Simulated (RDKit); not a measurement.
Job for RDKit: UFF on SiH4 (SMILES [SiH4]).

```python
from rdkit import Chem
from rdkit.Chem import AllChem, rdDetermineBonds

blocks = [
'''5

Si    0.00000000   -0.00000000   -0.00000000
H     0.85467615    0.85467615    0.85467615
H    -0.85467615   -0.85467615    0.85467615
H    -0.85467615    0.85467615   -0.85467615
H     0.85467615   -0.85467615   -0.85467615
''',
]
mol = None
for b in blocks:
    f = Chem.MolFromXYZBlock(b)
    rdDetermineBonds.DetermineBonds(f, charge=0)
    mol = f if mol is None else Chem.CombineMols(mol, f)
Chem.SanitizeMol(mol)
print(Chem.MolToSmiles(Chem.RemoveHs(mol)))
ff = AllChem.UFFGetMoleculeForceField(mol, vdwThresh=100.0, ignoreInterfragInteractions=False)
e = ff.CalcEnergy()
print(f'UFF energy {e:.6f} kcal/mol')
```

Output:

```
[SiH4]
UFF energy 0.066533 kcal/mol
```

The run finished.

Cost: roughly 0.03 core-seconds.
